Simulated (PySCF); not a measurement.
The vertical singlet excitations below were computed for one of the candidates. Level of theory: TDDFT wB97X-D/def2-SVPD, vertical, gas phase, core orbitals frozen in the response in PySCF. Geometries: GFN2-xTB, one conformer each.

```json
{"state": "S1", "ν̃ (cm⁻¹)": "37970", "f": "0.063", "main configurations (H = HOMO, L = LUMO)": "H→L (93%)"}
{"state": "S2", "ν̃ (cm⁻¹)": "40930", "f": "0.0040", "main configurations (H = HOMO, L = LUMO)": "H-1→L (98%)"}
{"state": "S3", "ν̃ (cm⁻¹)": "45520", "f": "0.270", "main configurations (H = HOMO, L = LUMO)": "H→L+1 (92%)"}
{"state": "S4", "ν̃ (cm⁻¹)": "47060", "f": "0.0003", "main configurations (H = HOMO, L = LUMO)": "H-1→L+1 (97%)"}
{"state": "S5", "ν̃ (cm⁻¹)": "47730", "f": "0.0030", "main configurations (H = HOMO, L = LUMO)": "H→L+2 (81%)"}
{"state": "S6", "ν̃ (cm⁻¹)": "53310", "f": "0.0077", "main configurations (H = HOMO, L = LUMO)": "H→L+3 (82%), H→L+2 (8%)"}
{"state": "S7", "ν̃ (cm⁻¹)": "56270", "f": "0.210", "main configurations (H = HOMO, L = LUMO)": "H-2→L (64%), H-2→L+1 (11%), H→L+4 (8%)"}
{"state": "S8", "ν̃ (cm⁻¹)": "56330", "f": "0.037", "main configurations (H = HOMO, L = LUMO)": "H→L+4 (76%)"}
```

Orbital energies (eV): HOMO-3 -11.06, HOMO-2 -9.78, HOMO-1 -9.08, HOMO -7.74, LUMO 1.22, LUMO+1 1.85, LUMO+2 2.20.

**Question.** Which structure fits? All have the formula C6H8N2.
A. `CNc1cccnc1`
B. `C#CCN1CCC=N1`
C. `C=C/N=C\[C@H](C)C#N`
D. `NCc1ccncc1`

**Answer.** A. Its S1 lies at 4.71 eV; the nearest of the others has S1 at 5.06 eV. S1 is HOMO→LUMO (93%). Löwdin shares by element: HOMO carbon 38% or more, nitrogen 30% or more (atoms not listed hold the other 32%); LUMO carbon 54% or more, nitrogen 21% or more (atoms not listed hold the other 25%). At the same level the other candidates give, for their lowest levels:
- `NCc1ccncc1`: 5.06 eV (f 0.008); 5.29 eV (f 0.000); 5.64 eV (f 0.022); 5.98 eV (f 0.080); 6.53 eV (f 0.058); T1 4.38 eV; HOMO -8.99, LUMO 0.89 eV
- `C=C/N=C\[C@H](C)C#N`: 4.32 eV (f 0.041); 6.43 eV (f 0.040); 6.55 eV (f 0.247); 7.04 eV (f 0.043); 7.29 eV (f 0.003); T1 3.38 eV; HOMO -8.80, LUMO 0.41 eV
- `C#CCN1CCC=N1`: 5.46 eV (f 0.166); 6.01 eV (f 0.008); 6.43 eV (f 0.011); 6.50 eV (f 0.015); 6.60 eV (f 0.004); T1 3.68 eV; HOMO -7.77, LUMO 2.02 eV

Conformer computed: `[CH3:1][NH:2][c:3]1[cH:4][cH:5][cH:6][n:7][cH:8]1`: C1–N2–C3–C4 16°.
Triplets come from the Tamm–Dancoff approximation.
